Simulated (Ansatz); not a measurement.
Species, as SMILES: [Al][Cl] (Al-Cl) (closed-shell singlet).
Geometry (B3LYP-D3(BJ)/def2-TZVP, fixed):
```
Al
Cl 1 2.1602
```

Basis-set convergence of the dipole moment at PBE with Ansatz (a quantum-chemistry and plane-wave program). Dipoles come from the density behind the forces; the sign is taken along the dipole that this method gives in the largest set. All functions are spherical. The program fits the integrals of some runs and decomposes those of others, by size. No added dispersion term, no relativity. Reference: the value in aug-pcseg-3, 1.606 D, itself unsure by roughly 0.003 D (its mean distance from aug-cc-pV(Q+d)Z, def2-QZVPPD). Deviations are taken from unrounded values.

| basis | functions | dipole moment (D) | minus reference (D) |
|---|---|---|---|
| 3-21G | 26 | 1.980 | 0.374 |
| def2-SVP | 36 | 1.145 | -0.461 |
| def2-SVPD | 51 | 1.630 | 0.024 |
| aug-pcseg-1 | 54 | 1.566 | -0.040 |
| aug-cc-pV(D+d)Z | 64 | 1.602 | -0.004 |
| 6-311++G(2d,2p) | 70 | 1.641 | 0.034 |
| 6-311++G(3df,3pd) | 94 | 1.603 | -0.003 |
| jun-cc-pV(T+d)Z | 96 | 1.610 | 0.004 |
| aug-pcseg-2 | 100 | 1.603 | -0.003 |
| aug-cc-pV(T+d)Z | 110 | 1.608 | 0.001 |
| cc-pV(Q+d)Z | 128 | 1.573 | -0.033 |
| def2-QZVPP | 140 | 1.585 | -0.021 |
| aug-pcseg-3 | 178 | 1.606 | 0.000 |
